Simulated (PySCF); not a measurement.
# How methods differ on the ionisation energy of N²⁺

N²⁺ [He] 2s2 2p1 (2P) → N³⁺ [He] 2s2 (1S), as a difference of total energies. All numbers are calculated (PySCF 2.14, scalar relativity by spin-free X2C-1e, in aug-cc-pVTZ-DK). Correlated levels: valence: 1s2 frozen. The calculations carry no spin-orbit coupling.

**Question.** Order these methods by the ionisation energy they give, lowest first.
A. CCSDT (valence)
B. SCS-MP2 (valence)
C. CCSD (valence)
D. MP2 (valence)

**Answer.** C (47.206 eV), A (47.241 eV), B (47.399 eV), D (47.448 eV).

A first-order spin-orbit estimate (lowest level to lowest level, LS coupling) adds 0.014 eV.

Errors of the correlated levels include the incompleteness of this basis and the frozen core.

The coupled-cluster amplitudes are large for N³⁺ (T1 above 0.03 or a double amplitude above 0.15), so a single reference is strained.

For comparison: 47.445 eV (semi-empirical (NIST evaluation); NIST Atomic Spectra Database, ionization energies).
